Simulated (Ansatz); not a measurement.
Isolated molecules relaxed with PBE0-D4/def2-TZVP in Ansatz; ΔE leaves out vibrations. CCSD(T)/CBS is the MP2 limit (def2-TZVPP, def2-QZVPP) plus CCSD(T) − MP2 in def2-TZVPP, frozen cores. This one scheme is used for every species. Functionals use def2-TZVPP. def2 core potentials past Kr. For In outer-core shells are correlated without core-valence functions, which leaves a few kJ/mol of doubt a bond. Each species was taken in one conformer, which may not be the lowest.

Consider the formal hydrolysis of the In–C bond: `[CH3][InH][CH2][SiH3]` + H₂O → `[OH][InH][CH2][SiH3]` + CH₄.

```
                species  PBE-D4 energy (Eh)
`[CH3][InH][CH2][SiH3]`          -561.00121
                    H₂O           -76.38027
 `[OH][InH][CH2][SiH3]`          -596.94261
                    CH₄           -40.46517
```

(1) Work out ΔE.

Largest T1 diagnostic among the species: 0.015.

Answers

(1) ΔE = (-596.94261) + (-40.46517) − (-561.00121) − (-76.38027) = -0.02630 Eh = -0.72 eV. CCSD(T)/CBS gives -0.69 eV.

From PBE to PBE0 (25 % exact exchange), in def2-TZVPP and without D4, ΔE moves by +0.07 eV. In def2-TZVPP, CCSD(T) changes the Hartree–Fock value by +0.08 eV (the triples alone add −0.01 eV) and MP2 by +0.09 eV.
